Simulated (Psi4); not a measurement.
C$_{2}$H$_{6}$OZn (SMILES C[CH2][Zn][OH]), singlet, at a GFN2-xTB geometry (such geometries of metal compounds can be far from the true shape); REVPBE/cc-pVDZ run with Psi4.

Here is a job for Psi4.
```
memory 2 GB

molecule {
0 1
Zn    0.51336456    0.04268395    0.35947764
C    -0.18985124   -1.05497978   -1.17737509
C    -1.57289452   -0.53229609   -1.54371968
H    -0.25714403   -2.10520493   -0.90394124
H     0.46664509   -0.98835194   -2.04136197
H    -1.53274000    0.50864029   -1.85911762
H    -2.26093044   -0.60806788   -0.70373102
H    -1.98257239   -1.11857733   -2.36859514
O     0.03734617    1.34267470    1.41084832
H     0.44351018    1.81330083    2.13219997
}

set {
  basis cc-pvdz
  scf_type pk
  puream true
  d_convergence 1e-8
  dft_radial_points 99
  dft_spherical_points 590
}

energy('revpbe')
print_variables()
```

**Question.** Write the output that Psi4 gives for this input, abridged.

**Answer.** 
```
   => Loading Basis Set <=

    Name: CC-PVDZ
    Role: ORBITAL
    Keyword: BASIS

         ---------------------------------------------------------
                                   SCF
               by Justin Turney, Rob Parrish, Andy Simmonett
                          and Daniel G. A. Smith
                              RKS Reference
         ---------------------------------------------------------

  ==> Geometry <==

    Molecular point group: c1
    Full point group: C1

    Geometry (in Angstrom), charge = 0, multiplicity = 1:

       Center              X                  Y                   Z               Mass
    ------------   -----------------  -----------------  -----------------  -----------------
         ZN           0.448801774749     0.018681304274     0.294870975060    63.929142010000
         C           -0.254414025251    -1.078982425726    -1.241981754940    12.000000000000
         C           -1.637457305251    -0.556298735726    -1.608326344940    12.000000000000
         H           -0.321706815251    -2.129207575726    -0.968547904940     1.007825032230
         H            0.402082304749    -1.012354585726    -2.105968634940     1.007825032230
         H           -1.597302785251     0.484637644274    -1.923724284940     1.007825032230
         H           -2.325493225251    -0.632070525726    -0.768337684940     1.007825032230
         H           -2.047135175251    -1.142579975726    -2.433201804940     1.007825032230
         O           -0.027216615251     1.318672054274     1.346241655060    15.994914619570
         H            0.378947394749     1.789298184274     2.067593305060     1.007825032230

  Running in c1 symmetry.

  Rotational constants: A =      0.38996  B =      0.09428  C =      0.07812 [cm^-1]
  Rotational constants: A =  11690.79095  B =   2826.43660  C =   2341.93789 [MHz]
  Nuclear repulsion =  248.531943315976520

  Charge       = 0
  Multiplicity = 1
  Electrons    = 56
  Nalpha       = 28
  Nbeta        = 28

  ==> Algorithm <==

  SCF Algorithm Type is PK.
  DIIS enabled.
  MOM disabled.
  Fractional occupation disabled.
  Guess Type is SAD.
  Energy threshold   = 1.00e-06
  Density threshold  = 1.00e-08
  Integral threshold = 1.00e-12

  ==> Primary Basis <==

  Basis Set: CC-PVDZ
    Blend: CC-PVDZ
    Number of shells: 51
    Number of basis functions: 115
    Number of Cartesian functions: 124
    Spherical Harmonics?: true
    Max angular momentum: 3

  ==> DFT Potential <==

[...]
   @RKS iter  10: -1934.31551503904529   -8.06879e-06   8.00222e-06 DIIS
   @RKS iter  11: -1934.31551550021140   -4.61166e-07   1.60912e-06 DIIS
   @RKS iter  12: -1934.31551551879875   -1.85873e-08   3.04416e-07 DIIS
   @RKS iter  13: -1934.31551551909297   -2.94222e-10   5.70907e-08 DIIS
   @RKS iter  14: -1934.31551551909661   -3.63798e-12   2.17769e-08 DIIS
   @RKS iter  15: -1934.31551551910070   -4.09273e-12   2.07070e-09 DIIS
  Energy and wave function converged.

  ==> Post-Iterations <==

   Electrons on quadrature grid:
      Ntotal   =   56.0000000176 ; deviation = 1.760e-08

    Orbital Energies [Eh]
    ---------------------

    Doubly Occupied:

[...]
      28A     -0.221528

    Virtual:

[...]
    Final Occupation by Irrep:
              A
    DOCC [    28 ]
    NA   [    28 ]
    NB   [    28 ]

  @RKS Final Energy: -1934.31551551910070

   => Energetics <=

    Nuclear Repulsion Energy =            248.5319433159765197
    One-Electron Energy =               -3187.7463598857566467
    Two-Electron Energy =                1097.5845574137088079
    DFT Exchange-Correlation Energy =     -92.6856563630295227
    Empirical Dispersion Energy =           0.0000000000000000
    VV10 Nonlocal Energy =                  0.0000000000000000
    Total Energy =                      -1934.3155155191006997

Computation Completed

Properties will be evaluated at   0.000000,   0.000000,   0.000000 [a0]

Properties computed using the SCF density matrix

 Multipole Moments:

 ------------------------------------------------------------------------------------
     Multipole            Electronic (a.u.)      Nuclear  (a.u.)        Total (a.u.)
 ------------------------------------------------------------------------------------

 L = 1.  Multiply by 2.5417464519 to convert [e a0] to [Debye]
 Dipole X            :          7.3337216           -6.8323350            0.5013866
 Dipole Y            :          2.3728501           -2.5400720           -0.1672219
 Dipole Z            :          6.9591876           -6.8369783            0.1222093
 Magnitude           :                                                    0.5424821

 ------------------------------------------------------------------------------------

  Variable Map:
  ----------------------------------------------------------------------------
[...]
  Array Variable Map:
  ----------------------------------------------------------------------------
[...]
[...]
```
